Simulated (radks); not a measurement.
Ionisation of the gadolinium ion Gd+, [Xe] 4f7 5d1 6s1, to [Xe] 4f7 5d1 as the strength of local exchange is varied. Method: Dirac Kohn-Sham, Slater X-alpha exchange (alpha = 2/3 is LDA exchange), no correlation, spin-unpolarised, spherical densities, point nucleus; open shells are shared between the two j in proportion to 2j + 1; computed with a radial shooting solver on a logarithmic mesh with Libxc functionals.

alpha  E(Gd+) (hartree)  exchange (hartree)  IE (eV)  -e of the level emptied (eV)  <r> of it (bohr)
0.667       -11266.0709           -235.7138   11.465                 8.635 (6s1/2)             3.692
0.737       -11290.8366           -261.0431   11.846                 9.012 (6s1/2)             3.636
0.951       -11366.8963           -339.1641   13.054                10.221 (6s1/2)             3.473
1.023       -11392.6039           -365.6792   13.475                10.647 (6s1/2)             3.421
1.036       -11397.2518           -370.4791   13.552                10.725 (6s1/2)             3.412

NIST Atomic Spectra Database: 12.08 eV (semi-empirical). The Delta-SCF value meets it near alpha = 0.78. Spin polarisation and multiplet splitting are left out, so open shells lie too high by an amount that depends on their filling. Sharing an open shell by 2j + 1 raises it above the true ground level by a part of the spin-orbit splitting, which enters the differences from NIST.

Beside tabulated values, note that spin-unpolarised runs miss the spin-polarisation part of the exchange energy of open shells.
